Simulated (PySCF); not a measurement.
A structure optimised at PBE-D3(BJ)/def2-SVP, used in a PySCF frequency run:

```xyz
10

B     -0.0693     0.8474     0.0000
O     -1.2370     1.5668     0.0000
O      1.1877     1.4312     0.0000
B     -0.0435    -0.8775     0.0000
O      1.1741    -1.5274     0.0000
O     -1.1815    -1.6381     0.0000
H     -1.1147     2.5354     0.0000
H      1.1930     2.4074     0.0000
H      1.8896    -0.8643     0.0000
H     -0.9506    -2.5882     0.0000
```

Task: Write its SMILES, formula and point group.

Result: OB(O)B(O)O, B2H4O4, Cs

Task: What are its rotational constants (standard atomic weights)?

Result: 5.1213, 2.6854, 1.7617 GHz
